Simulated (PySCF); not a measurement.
C4H12BeSSi, singlet, at a GFN2-xTB geometry (such geometries of metal compounds can be far from the true shape), with bond 17-10 at 2.4 times its length; CASCI(6,5)/STO-3G (PySCF).

The PySCF input:
```python
from pyscf import gto, scf, mcscf
import numpy

mol = gto.M(
    atom='''
Be   -0.02190835   -0.23606865    0.76035762
S    -0.02467534   -0.54179464    2.64105809
C    -0.49914298   -2.22038078    3.19189921
H    -1.50759398   -2.44250066    2.86016532
H    -0.45583168   -2.20943853    4.27666681
H     0.20364387   -2.94606703    2.79704364
Si    0.09788068    0.53676476   -1.29671733
C    -1.13149272   -0.25003157   -2.54358941
C     1.80577856    0.32755098   -2.14752669
C    -0.25348501    2.42012243   -1.40722575
H    -1.03606578    0.18397147   -3.53493845
H    -0.96456671   -1.31883042   -2.63936284
H    -2.16006281   -0.11015608   -2.22491926
H     2.07299798   -0.72065148   -2.24246512
H     2.59140617    0.81168452   -1.57531594
H     1.81651830    0.75804242   -3.14511509
H     1.42760735    3.77413451    0.05286931
H    -1.25243733    2.65511815   -1.05268592
H    -0.17281584    2.78924920   -2.42588178
''',
    basis='sto-3g',
    verbose=4,
)

mf = scf.RHF(mol)
mf.kernel()
mc = mcscf.CASCI(mf, 5, 6)
mc.fix_spin_(ss=0.0)
mc.kernel()
occ = numpy.linalg.eigvalsh(mc.fcisolver.make_rdm1(mc.ci, mc.ncas, mc.nelecas))[::-1]
ss = mc.fcisolver.spin_square(mc.ci, mc.ncas, mc.nelecas)[0]
print('natural occupations', occ.round(4), ' <S^2>', round(ss, 4))
```

What the program printed (banner, timings and long lists left out):

```
PySCF version 2.14.0

[INPUT] verbose = 4
[INPUT] num. atoms = 19
[INPUT] num. electrons = 70
[INPUT] charge = 0
[INPUT] spin (= nelec alpha-beta = 2S) = 0
[INPUT] symmetry False subgroup None
[INPUT] Mole.unit = angstrom
[INPUT] Symbol           X                Y                Z      unit          X                Y                Z       unit  Magmom
[INPUT]  1 Be    -0.021908350000  -0.236068650000   0.760357620000 AA   -0.041400781341  -0.446105095096   1.436867658526 Bohr   0.0
[INPUT]  2 S     -0.024675340000  -0.541794640000   2.641058090000 AA   -0.046629634631  -1.023843485357   4.990876469167 Bohr   0.0
[INPUT]  3 C     -0.499142980000  -2.220380780000   3.191899210000 AA   -0.943243529199  -4.195911566448   6.031815324116 Bohr   0.0
[INPUT]  4 H     -1.507593980000  -2.442500660000   2.860165320000 AA   -2.848939729243  -4.615657306469   5.404929125779 Bohr   0.0
[INPUT]  5 H     -0.455831680000  -2.209438530000   4.276666810000 AA   -0.861397034100  -4.175233710762   8.081728996917 Bohr   0.0
[INPUT]  6 H      0.203643870000  -2.946067030000   2.797043640000 AA    0.384831141247  -5.567259831311   5.285646438057 Bohr   0.0
[INPUT]  7 Si     0.097880680000   0.536764760000  -1.296717330000 AA    0.184967678086   1.014338389718  -2.450440614677 Bohr   0.0
[INPUT]  8 C     -1.131492720000  -0.250031570000  -2.543589410000 AA   -2.138211352739  -0.472491189795  -4.806687358244 Bohr   0.0
[INPUT]  9 C      1.805778560000   0.327550980000  -2.147526690000 AA    3.412426920011   0.618981644033  -4.058237289294 Bohr   0.0
[INPUT] 10 C     -0.253485010000   2.420122430000  -1.407225750000 AA   -0.479017245583   4.573368580617  -2.659271262936 Bohr   0.0
[INPUT] 11 H     -1.036065780000   0.183971470000  -3.534938450000 AA   -1.957880571234   0.347655693034  -6.680065537695 Bohr   0.0
[INPUT] 12 H     -0.964566710000  -1.318830420000  -2.639362840000 AA   -1.822766910773  -2.492228298545  -4.987672910954 Bohr   0.0
[INPUT] 13 H     -2.160062810000  -0.110156080000  -2.224919260000 AA   -4.081927122758  -0.208164822156  -4.204488050670 Bohr   0.0
[INPUT] 14 H      2.072997980000  -0.720651480000  -2.242465120000 AA    3.917398438977  -1.361833928462  -4.237644920690 Bohr   0.0
[INPUT] 15 H      2.591406170000   0.811684520000  -1.575315940000 AA    4.897047938808   1.533861442349  -2.976915686262 Bohr   0.0
[INPUT] 16 H      1.816518300000   0.758042420000  -3.145115090000 AA    3.432722087261   1.432492564603  -5.943406150337 Bohr   0.0
[INPUT] 17 H      1.427607350000   3.774134510000   0.052869310000 AA    2.697786904916   7.132080581170   0.099908516295 Bohr   0.0
[INPUT] 18 H     -1.252437330000   2.655118150000  -1.052685920000 AA   -2.366763541882   5.017446131862  -1.989288083986 Bohr   0.0
[INPUT] 19 H     -0.172815840000   2.789249200000  -2.425881780000 AA   -0.326574607587   5.270917081162  -4.584252174772 Bohr   0.0

nuclear repulsion = 365.785740785316
number of shells = 37
number of NR pGTOs = 165
number of NR cGTOs = 55
basis = sto-3g
ecp = {}

******** <class 'pyscf.scf.hf.RHF'> ********
method = RHF
initial guess = minao
damping factor = 0
level_shift factor = 0
DIIS = <class 'pyscf.scf.diis.CDIIS'>
diis_start_cycle = 1
diis_space = 8
diis_damp = 0
SCF conv_tol = 1e-09
SCF conv_tol_grad = None
SCF max_cycles = 50
direct_scf = True
direct_scf_tol = 1e-13
Set gradient conv threshold to 3.16228e-05
Initial guess from minao.
init E= -849.649911890804
  HOMO = -0.181621645854824  LUMO = -0.0804541722124202  gap/eV = 2.75291
cycle= 1 E= -849.505744651012  delta_E= 0.144  |g|= 0.389  |ddm|= 4.93
  HOMO = -0.158871144766167  LUMO = 0.121571603272185  gap/eV = 7.63124
cycle= 2 E= -849.57206206837  delta_E= -0.0663  |g|= 0.22  |ddm|= 1.04
  HOMO = -0.170407486202321  LUMO = 0.127228717629918  gap/eV = 8.09909
cycle= 3 E= -849.588810757496  delta_E= -0.0167  |g|= 0.118  |ddm|= 0.531
  HOMO = -0.176494423088088  LUMO = 0.115632000535192  gap/eV = 7.94916
cycle= 4 E= -849.595292767849  delta_E= -0.00648  |g|= 0.0242  |ddm|= 0.223
  HOMO = -0.1779433877369  LUMO = 0.118816522965194  gap/eV = 8.07525
cycle= 5 E= -849.595630888439  delta_E= -0.000338  |g|= 0.00395  |ddm|= 0.0577
  HOMO = -0.176781990643213  LUMO = 0.119735312429114  gap/eV = 8.06865
cycle= 6 E= -849.595645356325  delta_E= -1.45e-05  |g|= 0.00116  |ddm|= 0.0104
  HOMO = -0.176783804700075  LUMO = 0.119825487498478  gap/eV = 8.07115
cycle= 7 E= -849.595647721663  delta_E= -2.37e-06  |g|= 0.000408  |ddm|= 0.00476
  HOMO = -0.176814429920641  LUMO = 0.119833863039345  gap/eV = 8.07221
cycle= 8 E= -849.595648003163  delta_E= -2.81e-07  |g|= 0.000108  |ddm|= 0.00181
  HOMO = -0.176824374715158  LUMO = 0.119828136326442  gap/eV = 8.07233
cycle= 9 E= -849.595648023443  delta_E= -2.03e-08  |g|= 2.88e-05  |ddm|= 0.000484
  HOMO = -0.176830663928478  LUMO = 0.11982319578079  gap/eV = 8.07236
cycle= 10 E= -849.595648024734  delta_E= -1.29e-09  |g|= 8.61e-06  |ddm|= 0.000122
  HOMO = -0.176831599685582  LUMO = 0.119822456892875  gap/eV = 8.07237
cycle= 11 E= -849.59564802483  delta_E= -9.55e-11  |g|= 2.19e-06  |ddm|= 3.53e-05
  HOMO = -0.176831972335753  LUMO = 0.119822321210596  gap/eV = 8.07237
Extra cycle  E= -849.595648024837  delta_E= -6.82e-12  |g|= 1.35e-06  |ddm|= 6.34e-06
converged SCF energy = -849.595648024837

******** <class 'pyscf.mcscf.casci.CASCI'> ********
CAS (3e+3e, 5o), ncore = 32, nvir = 18
natorb = False
canonicalization = True
sorting_mo_energy = False
******** <class 'pyscf.fci.addons.SpinPenaltyFCISolver'> ********
max. cycles = 200
conv_tol = 1e-08
davidson only = True
linear dependence = 1e-12
level shift = 0.001
max iter space = 12
nroots = 1
pspace_size = 400
spin = None
Density matrix diagonal elements [1.99817893e+00 1.99992939e+00 1.32399100e+00 6.76132932e-01
 1.76774982e-03]
CASCI converged
CASCI E = -849.762154854946  E(CI) = -5.03683891186165  S^2 = 0.0000000
natural occupations [1.9999e+00 1.9985e+00 1.3255e+00 6.7450e-01 1.6000e-03]  <S^2> 0.0
```
